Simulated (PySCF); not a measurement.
**TPSS on Cr²⁺ (chromium, charge +2)**

Configuration: [Ar] 3d4, high-spin 5D determinant. Calculation: PySCF 2.14, in aug-cc-pVTZ-DK; scalar relativity by spin-free X2C-1e.

```json
{"Total energy": "-1049.929 hartree", "One-electron energy": "-1428.099 hartree", "Hartree (Coulomb) energy": "426.854 hartree", "Exchange-correlation energy": "-48.684 hartree", "⟨S²⟩": "6.0004", "⟨L²⟩": "6.006", "Sum of ⟨r⟩": "14.65 bohr", "Sum of ⟨r²⟩": "16.54 bohr²", "Traceless quadrupole moment −½Σ⟨3z² − r²⟩ along its main axis": "-0.534 e·bohr²", "Langevin diamagnetic susceptibility": "-13.1 ×10⁻⁶ cm³/mol"}
```

```
shell  electrons  mean orbital energy (eV)  spread (eV)  rms radius, mean of both spins (bohr)
 1s α          1                   -5910.9            0                                 0.0734
 1s β          1                   -5910.9            0                                 0.0734
 2s α          1                   -691.11            0                                  0.318
 2s β          1                   -689.67            0                                  0.318
 2p α          3                   -582.98        0.493                                  0.288
 2p β          3                   -581.81        0.770                                  0.288
 3s α          1                   -97.348            0                                  0.965
 3s β          1                   -93.168            0                                  0.965
 3p α          3                   -68.180        0.589                                   1.04
 3p β          3                   -63.964        1.698                                   1.04
 3d α          4                   -24.073        1.333                                   1.37
```

Densities and radii are taken from the X2C orbitals without a picture-change correction, which distorts them close to the nucleus.
